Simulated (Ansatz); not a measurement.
A structure drawn as `CC(=O)OC(C)(C)C`, with this starting geometry:

Cartesian coordinates in Å:
```
C -1.607 -2.146 -1.386
C -1.320 -0.925 -0.541
O -2.196 -0.293 0.020
O -0.021 -0.715 -0.505
C 0.493 0.476 0.267
C -0.033 1.795 -0.248
C 2.016 0.427 0.071
C 0.209 0.237 1.762
H -2.595 -2.368 -1.415
H -1.203 -1.918 -2.412
H -1.012 -2.986 -0.989
H 0.096 1.860 -1.311
H -1.078 1.934 -0.080
H 0.480 2.667 0.249
H 2.515 1.267 0.624
H 2.302 0.525 -0.993
H 2.470 -0.527 0.384
H 0.756 1.030 2.386
H 0.536 -0.715 2.117
H -0.809 0.374 2.000
```

Charge 0, multiplicity 1.

(1) Relax it with Ansatz at PBE-D4/def2-SVP and then PBE0-D4/def2-TZVP. Is the drawn bonding still there?

(2) Give the relaxed structure. (Best estimate.)

Atoms count as bonded under 1.1 times the sum of their covalent radii (H–H under 0.85 Å, pairs among N, O and F under 1.55 Å), and a drawn bond as lost past 1.3 times.

Answers

(1) Yes, every drawn bond is still there and no new one forms.

(2) The calculation gave: 
Z-matrix (Å, degrees):
```
C
C 1 1.501
H 1 1.087 2 109.5
H 1 1.091 2 110.0 3 -121.2
H 1 1.092 2 109.8 3 120.9
O 2 1.336 1 110.2 3 179.0
O 2 1.203 1 124.4 3 -1.0
C 6 1.458 2 121.5 1 179.8
C 8 1.519 6 110.2 2 -62.1
C 8 1.519 6 110.2 2 62.2
C 8 1.518 6 102.9 2 -179.9
H 9 1.092 8 110.3 6 -53.8
H 9 1.092 8 109.2 6 -172.4
H 9 1.088 8 111.4 6 67.5
H 10 1.092 8 110.3 6 53.8
H 10 1.092 8 109.2 6 172.4
H 10 1.088 8 111.4 6 -67.4
H 11 1.092 8 110.0 6 -180.0
H 11 1.092 8 110.6 6 -60.1
H 11 1.092 8 110.6 6 60.1
```
No frequency check was run.
